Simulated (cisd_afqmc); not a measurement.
Input (AFQMC/UCISD/def2-SVP; cisd_afqmc is a phaseless AFQMC code with CISD trial states that reads the integrals written by Ansatz):

Ansatz 0.2 input:
```python
import cisd_afqmc

open("ham.yaml", "w").write("""\
crystal:
  periodic: [false, false, false]
  atoms:
    - {symbol: C, position_ang: [-1.75786059, -0.12937780, 0.05453946]}
    - {symbol: Te, position_ang: [0.32399535, 0.01829104, -0.00811740]}
    - {symbol: H, position_ang: [-2.14767649, -0.83792228, -0.67194852]}
    - {symbol: H, position_ang: [-2.13830036, -0.23195878, 1.06771232]}
    - {symbol: H, position_ang: [-2.01461791, 0.89501381, -0.30089565]}
basis:
  gaussian:
    orbitals: def2-SVP
total_charge: 1
correlation: {method: ccsd, electrons: outside_noble_gas, hamiltonian_folder: ham}
magnetization: {spin_polarized: true, initial_magnetization: 0}
scf: {lower_state_search: full}
""")
rep = cisd_afqmc.ansatz("ham.yaml")
e_ccsd = rep["correlation"]["coupled_cluster"]["energy"]["hartree"]
out = cisd_afqmc.run("ham", e_ccsd, trial="CISD", walkers=200, populations=8, threads=8, dt=0.005, steps=40, early=36, settle=10, least=32,
    cut=5e-5, rank_cut=2e-4, target=0.0004, seconds=1500, seed=1, memory=17280, gpu=False)
```

Output:

```
WARN ansatz::render: the results are in doubt because among natural orbitals full CI differs from the method by +0.685 eV
orbitals 45, occupied [6, 6], factors 259 of 637, rank of the doubles 219 of 468
E(HF) = -306.279102
E(CCSD) on the cut factors = -306.520329, shift to the whole factors -0.000024
Energy of the trial state on the determinant = -306.520331
  tau behind 10.8 of longer steps, mean of the populations' last blocks
   2.0  -306.53192
   4.0  -306.53162
   6.0  -306.53205
   8.0  -306.53298
blocks 296 (0 outliers left out), error by blocks joined: 1: 0.00020, 2: 0.00025, 4: 0.00033, 8: 0.00031, 16: 0.00025
E(AFQMC/CISD) = -306.53267 +/- 0.00033
```

The determinant is spin-contaminated: <S^2> is 1.02, 1.02 over the pure value. In a CCSD(T) run of this state the restricted determinant is unstable towards broken spin symmetry.

A triplet may lie lower; no result for it is given here.

The two halves of the walk average -306.53179 and -306.53352 Eh, farther apart than the printed bar allows, so the bar may be too narrow.

The run carries these doubts: large difference, spin mixed.
